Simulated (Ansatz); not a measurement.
`F[Si@@H]1[Se][Si@@H]1F`. Charge 0, multiplicity 1. Geometry: relaxed with PBE0-D4/def2-TZVP.

```xyz
7

F    -2.055   -0.053   -1.163
Si   -0.571   -0.526   -0.820
Se   -0.234   -1.334    1.285
Si    0.696    0.638    0.619
F     0.132    1.955    1.319
H    -0.138   -1.399   -1.929
H     2.169    0.719    0.689
```

Question: What is the dipole moment at ωB97M-V/def2-TZVPP? (Best estimate.)

Answer: Computed: 2.07 D, with components (1.68, -0.45, -1.12) D in this frame, pointing from negative to positive charge.

Question: And with PBE, r2SCAN, B3LYP? (Best estimate.)

Answer: Ansatz gave: PBE 1.84 D, r2SCAN 1.93 D, B3LYP 2.06 D.

Question: Give the Mulliken charges with ωB97M-V, PBE, B3LYP in def2-TZVPP. (Estimate.)

Answer: Ansatz gave: 
```csv
atom,ωB97M-V,PBE,B3LYP
F1,-0.29,-0.25,-0.30
Si2,0.40,0.38,0.45
Se3,-0.21,-0.16,-0.21
Si4,0.40,0.38,0.45
F5,-0.29,-0.25,-0.30
H6,-0.01,-0.05,-0.05
H7,-0.01,-0.05,-0.05
```

B3LYP here is the variant with VWN-RPA as its local correlation; programs differ in this.
